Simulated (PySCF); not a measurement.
# Dipole response of Pt⁺ (platinum, charge +1)

[Xe] 4f14 5d9, 2D determinant. All numbers are calculated (PySCF 2.14, a scalar-relativistic core potential, in aug-cc-pVTZ-PP with ECP60MDF). Coupled (time-dependent) response in atomic units; α is the mean over directions.

```csv
method,mean α (bohr³),"α xx, yy, zz",C₆ (like pair),S(−4)
LC-wPBE,15.92,"15.87, 15.87, 16.03",119.6,81.70
```

S(−4) is the Cauchy moment in α(ω) = α(0) + S(−4) ω² + …

Spin-orbit coupling is absent.

α(iu) at LC-wPBE:

| u (hartree) | α(iu) (bohr³) |
| --- | --- |
| 0 | 15.92 |
| 0.0500 | 15.72 |
| 0.100 | 15.17 |
| 0.200 | 13.50 |
| 0.300 | 11.74 |
| 0.500 | 8.990 |
| 0.750 | 6.730 |
| 1.00 | 5.228 |
| 1.50 | 3.409 |
| 2.00 | 2.389 |
| 3.00 | 1.346 |
| 5.00 | 0.5866 |

For an ion, C₆ is the dispersion term alone; charge-induced terms of lower order in 1/R come first.

The components differ because the open shell of this determinant is not spherical; for a pure term their mean is the scalar polarisability.

Energies and moments cover only the electrons outside the core potential. Spin-orbit coupling, absent here, splits the open shell strongly. ⟨S²⟩ = 0.90 against 0.75 shows spin contamination.
